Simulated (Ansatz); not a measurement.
A structure relaxed at r2SCAN-D4/def2-SVP in Ansatz, charge 0, singlet:

```xyz
28

Cl   -5.622   -1.567    0.990
Cl   -2.668   -2.960    3.199
Cl   -1.835   -5.180    0.029
Cl   -2.057   -1.367   -0.499
Cl   -2.632    2.295   -0.991
Cl   -2.982    0.894    2.666
Cl    0.914   -2.878    1.707
Cl    1.398   -1.465   -1.976
Cl    4.884   -0.961   -0.188
Cl    5.041    0.959   -3.595
Cl    0.864    2.823   -2.500
Cl   -0.216    4.881    0.738
Cl    0.677    1.023    1.089
Cl    4.297    3.496   -0.690
Na   -3.628   -3.291    0.595
Na   -4.520   -1.131    3.289
Na   -0.872   -4.660    2.374
Na   -0.194   -3.258   -0.779
Na   -4.006    0.349    0.152
Na   -1.476    2.697    1.468
Na   -1.051   -0.981    2.049
Na    2.389   -1.010    0.575
Na    3.907   -1.156   -2.621
Na   -0.407    0.600   -1.462
Na   -1.114    4.304   -1.617
Na    3.402    2.889   -3.080
Na    5.694    1.343   -1.042
Na    1.817    3.312    0.118
```

Problem. Give its formula.

Solution. Na₁₄Cl₁₄.

Problem. Summarise the bond lengths by kind (pairs closer than 1.2 times the sum of covalent radii, bridged metal pairs left out).

Solution. 52 × Cl–Na 2.58 to 2.84 Å.

Single mean-field runs in def2-SVP are fitted with def2-universal-jkfit.
